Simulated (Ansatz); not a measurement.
Two members of one family (HfO2 pieces, space group 225), computed with Ansatz in the gas phase; def2 core potentials for Hf, no spin–orbit coupling. The two geometries come from different levels. A negative affinity means that the extra electron isn't bound at that geometry and level; within about 0.2 eV of zero the sign isn't settled. Binding counts from free atoms in the multiplicity of their measured ground term, without zero-point energy. Sets without diffuse functions give affinities that are too small. A dash marks a value that wasn't run or was left out as unsound. The structures are stationary points that may keep the symmetry of their start. Remarks come from the PBE and PBE0 runs and from stability tests at other levels; not every state was tested. A HOMO above zero means that the electron is unbound at that level and held by the basis, or that self-interaction error raises the level; the energy of removing that electron tells which.

First: Hf2O9H10 (singlet, charge 0, PBE-D4/def2-SVP geometry).

| atom | x (Å) | y (Å) | z (Å) |
| --- | --- | --- | --- |
| Hf1 | -0.857 | -1.134 | -0.525 |
| Hf2 | 1.054 | 1.353 | 0.308 |
| O3 | -0.762 | -2.385 | 1.445 |
| O4 | -0.474 | -2.440 | -1.914 |
| O5 | -2.805 | -1.227 | -0.245 |
| O6 | 1.952 | 1.671 | -1.463 |
| O7 | 1.219 | -0.856 | -0.001 |
| O8 | -0.048 | 2.981 | 0.599 |
| O9 | -0.596 | 0.202 | 1.281 |
| O10 | 2.471 | 1.586 | 1.618 |
| O11 | -0.576 | 0.719 | -1.364 |
| H12 | -0.607 | -1.512 | 1.916 |
| H13 | -1.688 | -2.612 | 1.658 |
| H14 | -0.313 | -3.135 | -2.562 |
| H15 | -3.762 | -1.115 | -0.201 |
| H16 | 2.775 | 2.162 | -1.620 |
| H17 | 1.934 | -1.198 | -0.564 |
| H18 | -0.673 | 3.406 | -0.009 |
| H19 | -1.313 | 0.824 | 1.504 |
| H20 | 3.115 | 1.798 | 2.303 |
| H21 | -0.045 | 0.912 | -2.163 |

```
              level  HOMO (eV)  LUMO (eV)  gap (eV)  vertical EA (eV)  binding per atom (eV)
    PBE-D4/def2-SVP      -5.86      -0.72      5.14                 –                   4.59
   PBE-D4/def2-TZVP      -6.06      -0.93      5.12             -0.70                   4.54
r2SCAN-D4/def2-TZVP      -6.42      -0.43      5.99                 –                   4.49
   PBE0-D4/def2-SVP      -7.54       0.07      7.61                 –                   4.42
  PBE0-D4/def2-TZVP      -7.69      -0.14      7.55             -1.01                   4.39
```

Remarks: HOMO above zero (-1 doublet).

Second: Hf3O11H10 (singlet, charge 0, r2SCAN-D4/def2-SVP geometry).

Cartesian coordinates in Å:
```
Hf 0.509 -0.036 1.773
Hf 0.031 1.635 -0.942
Hf -1.121 -1.358 -0.676
O -0.292 -2.919 -1.524
O -0.013 0.335 3.602
O -3.023 -1.719 -0.792
O -0.477 -1.909 1.325
O -0.961 0.174 -2.205
O 0.998 1.916 0.982
O 2.366 -0.738 1.949
O -1.163 3.142 -1.205
O -1.038 0.440 0.448
O 1.623 2.106 -1.981
O 0.971 -0.417 -0.502
H 0.415 -3.461 -1.877
H -0.402 0.566 4.445
H -3.954 -1.934 -0.822
H -0.088 -2.777 1.499
H -1.684 0.399 -2.804
H 1.876 2.316 1.041
H 2.927 -0.881 2.718
H -1.795 3.859 -1.234
H 2.479 2.025 -2.403
H 1.817 -0.765 -0.812
```

**Question.** What does the change do? Estimate second minus first.

**Answer.** 
```tsv
level	Δ HOMO (eV)	Δ LUMO (eV)	Δ gap (eV)	Δ vertical EA (eV)	Δ binding per atom (eV)
PBE-D4/def2-SVP	-0.34	0.08	0.42	–	0.38
PBE-D4/def2-TZVP	-0.31	0.14	0.44	0.05	0.37
r2SCAN-D4/def2-TZVP	-0.31	0.18	0.50	–	0.37
PBE0-D4/def2-SVP	-0.35	0.04	0.38	–	0.37
PBE0-D4/def2-TZVP	-0.31	0.11	0.42	0.02	0.36
```

Remarks: HOMO above zero (-1 doublet).
